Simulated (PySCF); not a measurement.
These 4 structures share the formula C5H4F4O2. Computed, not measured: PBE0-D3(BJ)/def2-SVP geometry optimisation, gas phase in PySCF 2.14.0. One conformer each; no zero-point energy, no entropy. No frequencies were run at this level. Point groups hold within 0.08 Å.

Question: Rank from lowest to highest electronic energy at this level (kcal/mol).
A. `[O:1]=[C:2]1[C@H:3]([C:4]([F:5])([F:6])[F:7])[O:8][C@@H:9]1[CH2:10][F:11]` with O8–C9–C10–F11 80°
B. `[F:1][CH:2]([F:3])[O:4][C:5]1([O:6][CH:7]([F:8])[F:9])[CH:10]=[CH:11]1` with F1–C2–O4–C5 -167°, C2–O4–C5–O6 72°, O4–C5–O6–C7 73°, C5–O6–C7–F8 77°
C. `[O:1]=[C:2]([C@@H:3]1[O:4][CH2:5][C@@H:6]1[F:7])[C:8]([F:9])([F:10])[F:11]` with O1–C2–C3–O4 -167°
D. `[CH2:1]=[C:2]([O:3][CH:4]([F:5])[F:6])[C:7](=[O:8])[CH:9]([F:10])[F:11]` with C1–C2–O3–C4 -27°, C2–O3–C4–F5 -165°, C1–C2–C7–O8 -10°, C2–C7–C9–F10 177°

Answer: A (0.0), D (1.2), C (6.9), B (28.3).

As drawn, the lowest has a four-membered ring and a C=O bond, which the highest lacks; the highest has a three-membered ring and a C=C bond outside aromatic rings, which the lowest lacks. Neighbours under 2.5 kcal/mol apart (O=C1[C@H](C(F)(F)F)O[C@@H]1CF and C=C(OC(F)F)C(=O)C(F)F) can change places with a better method, another conformer or zero-point energy.

```tsv
SMILES	E (Eh)	E rel (kcal/mol)	dipole (D)	point group	A, B, C (MHz)
O=C1[C@H](C(F)(F)F)O[C@@H]1CF	-741.41364	0.0	1.35	C1	1834, 753.6, 646.0
C=C(OC(F)F)C(=O)C(F)F	-741.41175	1.2	2.46	C1	1892, 676.4, 528.7
O=C([C@@H]1OC[C@@H]1F)C(F)(F)F	-741.40261	6.9	3.50	C1	1757, 939.0, 848.9
FC(F)OC1(OC(F)F)C=C1	-741.36857	28.3	1.91	–	1741, 742.8, 584.8
```

How do the relative energies change in single points at PBE0/pcSseg-1 (no added dispersion term) on the same geometries?

```tsv
SMILES	PBE0-D3(BJ)/def2-SVP (kcal/mol)	PBE0/pcSseg-1 (kcal/mol)	shift
O=C1[C@H](C(F)(F)F)O[C@@H]1CF	0.0	0.0	0.0
C=C(OC(F)F)C(=O)C(F)F	1.2	0.0	-1.2
O=C([C@@H]1OC[C@@H]1F)C(F)(F)F	6.9	7.4	+0.5
FC(F)OC1(OC(F)F)C=C1	28.3	28.3	0.0
```

Each column counts from its own lowest isomer. C=C(OC(F)F)C(=O)C(F)F becomes the lowest; the largest shift is 1.2 kcal/mol.

As an exercise, what shares would exp(−E/RT) give at 2000 K from these electronic energies alone (no entropy, no degeneracies)?

RT = 3.974 kcal/mol: O=C1[C@H](C(F)(F)F)O[C@@H]1CF 52.1 %, C=C(OC(F)F)C(=O)C(F)F 38.7 %, O=C([C@@H]1OC[C@@H]1F)C(F)(F)F 9.1 %, FC(F)OC1(OC(F)F)C=C1 under 0.1 %.
